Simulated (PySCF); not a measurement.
Mapped SMILES: `[F:1][Si@@H:2]1[O:3][SiH2:4][SiH2:5][SiH2:6][SiH2:7]1`. Each H is labelled by its parent atom. Ha(Si4), Ha(Si5), Ha(Si6), Ha(Si7) are cis to F1 on the ring; Hb(Si4), Hb(Si5), Hb(Si6), Hb(Si7) are trans to F1 on the ring.

PySCF calculation with structure optimised with GFN2-xTB and PBE0/pcSseg-1 with gauge-including orbitals; non-relativistic Hamiltonian, no solvent, one computed conformer.

References, each an isolated molecule treated in the same way: TMS for 1H, 29Si; 19F vs CFCl3; 17O vs H2O.

| atoms | nucleus | count | Hirshfeld charge | δ (ppm) |
| --- | --- | --- | --- | --- |
| Hb(Si6) | 1H | 1 | -0.06 | ? |
| Si5 | 29Si | 1 | 0.14 | -137.6 |
| Hb(Si4) | 1H | 1 | -0.08 | ? |
| O3 | 17O | 1 | -0.31 | 65.6 |
| F1 | 19F | 1 | -0.22 | -144.8 |
| Hb(Si7) | 1H | 1 | -0.08 | 3.25 |
| Ha(Si6) | 1H | 1 | -0.07 | 3.93 |
| H(Si2) | 1H | 1 | -0.07 | 5.66 |
| Si4 | 29Si | 1 | 0.33 | -24.4 |
| Si7 | 29Si | 1 | 0.14 | -137.9 |
| Si2 | 29Si | 1 | 0.40 | 0.9 |
| Ha(Si4) | 1H | 1 | -0.08 | 5.88 |
| Ha(Si7) | 1H | 1 | -0.07 | 3.28 |
| Hb(Si5) | 1H | 1 | -0.07 | ? |
| Si6 | 29Si | 1 | 0.16 | ? |
| Ha(Si5) | 1H | 1 | -0.07 | ? |

**Question.** Fill in the missing shifts.

**Answer.** 
- Hb(Si4): 5.80 ppm, hydrogen on a silicon bonded to O, Si, in a 6-membered ring
- Hb(Si6): 3.85 ppm, hydrogen on a silicon bonded to 2 Si, in a 6-membered ring
- Hb(Si5): 3.52 ppm, hydrogen on a silicon bonded to 2 Si, in a 6-membered ring
- Ha(Si5): 3.29 ppm, hydrogen on a silicon bonded to 2 Si, in a 6-membered ring
- Si6: -127.9 ppm, silicon bonded to 2 Si, 2 H, in a 6-membered ring

Unscaled 19F shifts against computed CFCl3 carry errors that often reach 10 to 50 ppm. Experimental scales use liquid or dissolved standards, which lie at an offset from isolated H2O (liquid H2O: subtract about 36 ppm).
